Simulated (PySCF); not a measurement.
Gas-phase reaction: GaH + 2 F ⇌ GaF + HF

Method: PySCF energies plus ideal-gas RRHO corrections (1 bar). † marks an energy on the PBE0/def2-TZVP geometry and frequencies. MP2 and CCSD(T) freeze the core. Open shells (unrestricted): F (multiplicity 2, electronic degeneracy 6); the rest are closed-shell singlets. Spin-orbit splitting is ignored; it lowers the true energy and changes the entropy of F. Ga: all electrons, no relativistic terms. GaH: computed as isolated molecules; such fragments, hydroxides, amides, oligomers or adducts are transient or little studied in the gas. MP2 isn't extrapolated to the basis-set limit; its ΔH°(298 K) is -858.4 kJ in def2-SVP and -915.9 kJ in def2-TZVPP. CCSD(T) isn't extrapolated to the basis-set limit; its ΔH°(298 K) is -800.1 kJ in def2-SVP and -849.6 kJ in def2-TZVPP. The harmonic model lacks anharmonicity and excited electronic states, which grow with temperature; levels with a mode under 35 cm⁻¹ are left out.

| level | ΔE electronic, kJ | ΔH°(298 K), kJ | ΔS°(298 K), J/K | ΔG°(1400 K), kJ |
|---|---|---|---|---|
| CCSD(T)/def2-TZVPP† | -865 | -850 | -119 | -674 |
| HF/def2-TZVP† | -604 | -589 | -119 | -413 |
| M06-2X/def2-TZVP† | -882 | -867 | -119 | -691 |
| MP2/def2-TZVPP† | -932 | -916 | -119 | -740 |
| PBE0/def2-QZVP† | -872 | -857 | -119 | -681 |
| r2SCAN/def2-TZVP† | -878 | -862 | -119 | -686 |
| LDA/def2-TZVP† | -1043 | -1028 | -119 | -852 |
ΔH° is lowest at LDA/def2-TZVP† and highest at HF/def2-TZVP†. No reference value is set beside these.
